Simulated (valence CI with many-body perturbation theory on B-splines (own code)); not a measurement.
## E1 line list for Zr XXXVI

Method: configuration interaction combined with many-body perturbation theory (CI+MBPT): three valence electrons over a frozen Dirac-Fock core [He], radial functions for each j: 11 s, 11 p, 9 d, 7 f, 5 g, 2 h, 1 i, with the one-electron correlation potential Σ1 (screened to all orders), the two-electron term Σ2, the three-electron term Σ3, Breit, model QED; selected single and double excitations, second order for the rest (own B-spline code, finite nucleus).

The last digits are not significant, and no measured levels were compared; by estimate large intervals hold to a few tenths of a per cent, small ones and those within an open d or f shell to about a per cent.

Lines 101 to 150 of 264 in falling wavelength, among levels below 3058.3 eV, chosen from the strongest by gf and those to the six lowest levels. Wavelengths and rates use the calculated energies. Electric multipoles are in the length gauge, E1 and E2 with the static RPA response of the core. Weak lines are less certain than strong ones. Lines between different terms over intervals too small for the method are left out, as are lines whose strength nearly cancels. The highest levels of a list are the least certain.

Levels are named by their leading jj configuration (3d3/2^4 stands for four electrons in 3d with j = 3/2), which in mixed levels can hold well under half, so a name can repeat and another be missing. Letters in brackets count levels of one name in rising energy.

| λ vac (nm) | Upper | Lower | A (s⁻¹) | S (a.u.) |
| --- | --- | --- | --- | --- |
| 0.4845 | (2s^2 3s) J=1/2 | (2s^2 2p3/2) J=3/2 | 1.26e+13 | 1.41e-03 |
| 0.4845 | (2s 2p1/2 3s) J=1/2 [a] | (2s 2p1/2 2p3/2) J=3/2 [a] | 1.32e+13 | 1.48e-03 |
| 0.4819 | (2s 2p1/2 3s) J=3/2 | (2s 2p1/2 2p3/2) J=3/2 [a] | 1.27e+12 | 2.80e-04 |
| 0.4785 | (2s 2p1/2 3d3/2) J=3/2 [a] | (2s 2p1/2 2p3/2) J=3/2 [b] | 5.97e+12 | 1.29e-03 |
| 0.4775 | (2s 2p3/2 3d5/2) J=5/2 [a] | (2s 2p3/2^2) J=3/2 | 1.10e+13 | 3.54e-03 |
| 0.4767 | (2s 2p3/2 3d5/2) J=3/2 [a] | (2s 2p3/2^2) J=3/2 | 1.98e+13 | 4.24e-03 |
| 0.4766 | (2s 2p1/2 3d3/2) J=5/2 | (2s 2p1/2 2p3/2) J=3/2 [b] | 2.07e+12 | 6.64e-04 |
| 0.4764 | (2s 2p3/2 3d5/2) J=3/2 [a] | (2s 2p3/2^2) J=1/2 | 2.77e+13 | 5.91e-03 |
| 0.4758 | (2p1/2 2p3/2 3d5/2) J=7/2 | (2p1/2 2p3/2^2) J=5/2 | 3.64e+12 | 1.55e-03 |
| 0.4750 | (2s 2p1/2 3d5/2) J=5/2 [a] | (2s 2p1/2 2p3/2) J=3/2 [b] | 7.13e+12 | 2.26e-03 |
| 0.4750 | (2s 2p3/2 3s) J=3/2 [a] | (2s 2p1/2 2p3/2) J=3/2 [b] | 9.60e+11 | 2.03e-04 |
| 0.4747 | (2p1/2^2 3d3/2) J=3/2 | (2p1/2^2 2p3/2) J=3/2 | 1.58e+13 | 3.34e-03 |
| 0.4745 | (2s 2p1/2 3d3/2) J=3/2 [b] | (2s 2p1/2 2p3/2) J=3/2 [b] | 6.39e+12 | 1.35e-03 |
| 0.4745 | (2s 2p1/2 3d3/2) J=1/2 | (2s 2p1/2 2p3/2) J=3/2 [b] | 2.80e+12 | 2.95e-04 |
| 0.4743 | (2s 2p3/2 3d5/2) J=1/2 | (2s 2p3/2^2) J=1/2 | 1.12e+14 | 1.17e-02 |
| 0.4738 | (2p1/2 2p3/2 3s) J=5/2 | (2p1/2^2 2p3/2) J=3/2 | 2.84e+13 | 8.94e-03 |
| 0.4738 | (2p3/2^2 3s) J=5/2 | (2p1/2 2p3/2^2) J=5/2 | 3.48e+13 | 1.10e-02 |
| 0.4733 | (2s 2p1/2 3d5/2) J=3/2 | (2s 2p1/2 2p3/2) J=1/2 | 7.81e+13 | 1.63e-02 |
| 0.4721 | (2s 2p1/2 3d5/2) J=3/2 | (2s 2p1/2 2p3/2) J=3/2 [b] | 1.90e+13 | 3.94e-03 |
| 0.4720 | (2p1/2^2 3d5/2) J=5/2 | (2p1/2^2 2p3/2) J=3/2 | 5.91e+13 | 1.84e-02 |
| 0.4720 | (2p1/2 2p3/2 3d5/2) J=5/2 | (2p1/2 2p3/2^2) J=3/2 | 5.67e+13 | 1.76e-02 |
| 0.4719 | (2s 2p1/2 3d5/2) J=5/2 [b] | (2s 2p1/2 2p3/2) J=3/2 [b] | 8.58e+13 | 2.67e-02 |
| 0.4719 | (2s 2p1/2 3s) J=1/2 [a] | (2s 2p1/2^2) J=1/2 | 3.04e+12 | 3.15e-04 |
| 0.4717 | (2s 2p1/2 3d3/2) J=3/2 [a] | (2s 2p1/2 2p3/2) J=5/2 | 5.74e+11 | 1.19e-04 |
| 0.4716 | (2p1/2 2p3/2 3d5/2) J=3/2 | (2p1/2 2p3/2^2) J=3/2 | 5.52e+13 | 1.14e-02 |
| 0.4710 | (2s 2p3/2 3s) J=5/2 | (2s 2p1/2 2p3/2) J=5/2 | 1.16e+13 | 3.58e-03 |
| 0.4702 | (2s 2p3/2 3d3/2) J=3/2 [b] | (2s 2p3/2^2) J=3/2 | 2.14e+13 | 4.38e-03 |
| 0.4701 | (2s 2p3/2 3d3/2) J=7/2 | (2s 2p3/2^2) J=5/2 | 1.06e+13 | 4.36e-03 |
| 0.4700 | (2s 2p3/2 3d3/2) J=3/2 [b] | (2s 2p3/2^2) J=1/2 | 4.10e+13 | 8.41e-03 |
| 0.4699 | (2s 2p1/2 3d3/2) J=5/2 | (2s 2p1/2 2p3/2) J=5/2 | 1.35e+13 | 4.14e-03 |
| 0.4698 | (2s 2p3/2 3d3/2) J=3/2 [a] | (2s 2p3/2^2) J=5/2 | 1.27e+13 | 2.61e-03 |
| 0.4694 | (2s 2p1/2 3s) J=3/2 | (2s 2p1/2^2) J=1/2 | 7.28e+12 | 1.49e-03 |
| 0.4692 | (2s 2p3/2 3d3/2) J=1/2 [b] | (2s 2p3/2^2) J=3/2 | 2.09e+13 | 2.13e-03 |
| 0.4685 | (2s 2p3/2 3d5/2) J=5/2 [b] | (2s 2p3/2^2) J=3/2 | 1.62e+14 | 4.92e-02 |
| 0.4684 | (2s 2p1/2 3d5/2) J=5/2 [a] | (2s 2p1/2 2p3/2) J=5/2 | 9.75e+12 | 2.97e-03 |
| 0.4684 | (2s 2p3/2 3s) J=3/2 [a] | (2s 2p1/2 2p3/2) J=5/2 | 6.77e+11 | 1.37e-04 |
| 0.4681 | (2s 2p3/2 3s) J=1/2 | (2s 2p1/2 2p3/2) J=3/2 [b] | 6.65e+12 | 6.74e-04 |
| 0.4681 | (2s 2p3/2 3d5/2) J=5/2 [a] | (2s 2p3/2^2) J=5/2 | 8.09e+13 | 2.46e-02 |
| 0.4679 | (2s 2p1/2 3d3/2) J=3/2 [a] | (2s 2p1/2 2p3/2) J=3/2 [a] | 8.25e+12 | 1.67e-03 |
| 0.4679 | (2s 2p3/2 3d5/2) J=3/2 [b] | (2s 2p3/2^2) J=3/2 | 4.98e+13 | 1.01e-02 |
| 0.4679 | (2s 2p1/2 3d3/2) J=3/2 [b] | (2s 2p1/2 2p3/2) J=5/2 | 4.85e+12 | 9.80e-04 |
| 0.4677 | (2s 2p3/2 3s) J=3/2 [b] | (2s 2p1/2 2p3/2) J=3/2 [b] | 8.50e+11 | 1.72e-04 |
| 0.4677 | (2s 2p3/2 3d5/2) J=3/2 [b] | (2s 2p3/2^2) J=1/2 | 6.55e+13 | 1.32e-02 |
| 0.4672 | (2s 2p3/2 3d5/2) J=3/2 [a] | (2s 2p3/2^2) J=5/2 | 1.38e+13 | 2.78e-03 |
| 0.4672 | (2s 2p1/2 3d5/2) J=7/2 | (2s 2p1/2 2p3/2) J=5/2 | 9.26e+13 | 3.73e-02 |
| 0.4672 | (2s 2p3/2 3s) J=5/2 | (2s 2p1/2 2p3/2) J=3/2 [a] | 2.34e+13 | 7.07e-03 |
| 0.4669 | (2s^2 3s) J=1/2 | (2s^2 2p1/2) J=1/2 | 5.37e+12 | 5.40e-04 |
| 0.4666 | (2s^2 3d3/2) J=3/2 | (2s^2 2p3/2) J=3/2 | 1.98e+13 | 3.98e-03 |
| 0.4663 | (2s 2p3/2 3d5/2) J=7/2 [a] | (2s 2p3/2^2) J=5/2 | 1.56e+14 | 6.25e-02 |
| 0.4662 | (2s 2p1/2 3d3/2) J=5/2 | (2s 2p1/2 2p3/2) J=3/2 [a] | 2.48e+13 | 7.45e-03 |
